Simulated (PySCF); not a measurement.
First SCF of a structure search on singlet HSn(OH), at a hand-made bent (heavy-atom frame) geometry. PySCF input:

```python
from pyscf import gto, scf, dft
mol = gto.M(atom='''
Sn     0.000000     0.000000     0.000000
H      1.408900     0.000000     0.986600
O     -1.662900     0.000000     1.164400
H     -2.168400     0.735400     1.518300''',
    basis={'Sn': 'def2-TZVP', 'H': 'def2-TZVP', 'O': 'def2-TZVP'},
    ecp={'Sn': 'def2-TZVP'},
    charge=0, spin=0)
mf = dft.RKS(mol, xc='PBE0')
mf.grids.atom_grid = (50, 194)
aux = {'Sn': 'def2-universal-JKFIT', 'H': 'def2-universal-JKFIT', 'O': 'def2-universal-JKFIT'}
mf = mf.density_fit(auxbasis=aux)
mf.conv_tol = 1e-08
mf.diis_space = 10
mf.max_cycle = 60
mf.init_guess = 'minao'
mf.verbose = 4
mf.kernel()
```

Excerpt of the output (cycles and frontier levels):

```
init E= -253.733686413246
  HOMO = -0.70005414919294  LUMO = -0.622330921089432  gap/eV = 2.11496
cycle= 1 E= -289.729544129333  delta_E=  -36  |g|= 2.32  |ddm|= 30.6
  HOMO = -0.0643070559155632  LUMO = 0.0257165947643649  gap/eV = 2.44967
cycle= 2 E= -289.645673030745  delta_E= 0.0839  |g|= 2.75  |ddm|= 7.37
  HOMO = -0.216529084681799  LUMO = -0.0844654730039061  gap/eV = 3.59363
cycle= 3 E= -290.654761433494  delta_E= -1.01  |g|= 0.26  |ddm|=  3.1
  HOMO = -0.217900961893509  LUMO = -0.0978383354210628  gap/eV = 3.26707
cycle= 4 E= -290.643590017687  delta_E= 0.0112  |g|= 0.359  |ddm|= 0.407
  HOMO = -0.231603833227492  LUMO = -0.0990984508970989  gap/eV = 3.60566
cycle= 5 E= -290.668008512563  delta_E= -0.0244  |g|= 0.0215  |ddm|= 0.205
  HOMO = -0.231428327843584  LUMO = -0.0987977711447634  gap/eV = 3.60906
cycle= 6 E= -290.668074802974  delta_E= -6.63e-05  |g|= 0.00366  |ddm|= 0.0186
  HOMO = -0.231565939435427  LUMO = -0.0987183068159432  gap/eV = 3.61497
cycle= 7 E= -290.668077525873  delta_E= -2.72e-06  |g|= 0.00151  |ddm|= 0.00624
  HOMO = -0.231557943043274  LUMO = -0.0987382790308047  gap/eV = 3.61421
cycle= 8 E= -290.668077943744  delta_E= -4.18e-07  |g|= 0.000295  |ddm|= 0.00176
  HOMO = -0.231540219449087  LUMO = -0.098738784253122  gap/eV = 3.61371
cycle= 9 E= -290.668077966482  delta_E= -2.27e-08  |g|= 0.000102  |ddm|= 0.000553
  HOMO = -0.231537586008063  LUMO = -0.098733140999947  gap/eV = 3.61379
cycle= 10 E= -290.668077969502  delta_E= -3.02e-09  |g|= 2.75e-05  |ddm|= 0.000156
  HOMO = -0.231538622197217  LUMO = -0.0987351676029249  gap/eV = 3.61377
Extra cycle  E= -290.668077969575  delta_E= -7.3e-11  |g|= 2.89e-05  |ddm|= 5.39e-05
converged SCF energy = -290.668077969575
```

No lower solution of this spin was found by a stability analysis within the restricted form, which does not test spin polarisation.

The search for the lowest solution, with the stability check, took 5.4 s on 2 threads of a shared Arm Neoverse N1 host, with 93 basis functions; the process peaked at 0.34 GiB. Launch command: `OMP_NUM_THREADS=2 python axn.py task.json out`.
